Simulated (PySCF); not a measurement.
B(Me)(NCO)2 (C3H3BN2O2), SMILES CB(N=C=O)N=C=O.

Geometry: PBE0-D3(BJ)/def2-SVP. The values are those of a single conformer.

Two levels are set side by side: PBE/def2-TZVP (PySCF) and ωB97X/def2-TZVP (PySCF). Same geometry, gas phase. Differences are taken from unrounded values.

```tsv
quantity	PBE
orbital gap (eV)	4.74
highest occupied level (eV)	-7.32
lowest empty level (eV)	-2.58
dipole moment (D)	1.92
```

### Question
These are the PBE values. What does ωB97X give? (An estimate is asked for; the answer gives what the named calculation found.)

### Answer

```tsv
quantity	ωB97X	PBE minus ωB97X
orbital gap (eV)	11.60	-6.87
highest occupied level (eV)	-11.10	3.78
lowest empty level (eV)	0.50	-3.08
dipole moment (D)	2.11	-0.19
```

Without exact exchange PBE keeps part of each electron's self-repulsion, which lifts occupied levels and narrows the gap. Differences between two approximate levels are no errors against the true value.

Rough cost on one machine, each run with all the roots and properties that it gave: ωB97X against PBE within a factor of 2.
